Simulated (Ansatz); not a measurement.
The same path of C₂H₇BClFSi (13 atoms, charge 0, multiplicity 1) was run 3 times with different band settings. The coordinate that changes most is the dihedral Si3–C2–B5–F6.

All numbers below come from RKS PBE-D4/def2-SVP in Ansatz 0.2.0.

Relaxed end points:

```xyz
13
Properties=species:S:1:pos:R:3
C -1.020 -0.189 -1.137
C -0.333 0.266 0.151
Si 0.821 -1.106 0.868
Cl -1.578 0.515 1.486
B 0.529 1.575 0.059
F 1.031 1.931 -1.128
H -0.265 -0.315 -1.940
H -1.554 -1.151 -1.005
H -1.756 0.566 -1.481
H -0.024 -2.325 1.102
H 1.448 -0.642 2.150
H 1.902 -1.421 -0.134
H 0.819 2.259 1.023
```

```xyz
13
Properties=species:S:1:pos:R:3
C -0.862 -0.276 -1.244
C -0.213 0.176 0.053
Si 0.830 -1.149 0.948
Cl -1.537 0.696 1.290
B 0.366 1.647 0.110
F 0.048 2.510 -0.861
H -0.062 -0.519 -1.976
H -1.484 -1.183 -1.109
H -1.489 0.523 -1.687
H -0.024 -2.358 1.212
H 1.368 -0.601 2.236
H 1.973 -1.536 0.046
H 1.106 2.034 0.997
```

Common settings: spring 5.0 eV/Å²; optimiser quadratic models (default); start path IDPP; force threshold 0.03 eV/Å; iteration limit 60; end points relaxed.

| run | movable images | climbing image |
| --- | --- | --- |
| 1 | 5 | yes |
| 2 | 2 | no |
| 3 | 4 | no |

Task: What does each run give, and how far can it be trusted?

Result: Run 1: converged after 7 iterations, highest image 0.001 eV above the first end. The top lies less than 8 meV above the higher end, about what the thresholds resolve: that end is a shoulder or a very shallow well. A vibrational analysis at the climbing image gives no mode beyond 40i cm⁻¹: the surface is too flat there to confirm a saddle point.
Run 2: converged after 6 iterations, highest image 0.001 eV above the first end. The top lies less than 8 meV above the higher end, about what the thresholds resolve: that end is a shoulder or a very shallow well. No image climbed, so the highest image needn't sit at the top of the path. So few images can step over the top or miss a turn of the path.
Run 3: converged after 6 iterations, highest image 0.001 eV above the first end. The top lies less than 8 meV above the higher end, about what the thresholds resolve: that end is a shoulder or a very shallow well. No image climbed, so the highest image needn't sit at the top of the path.
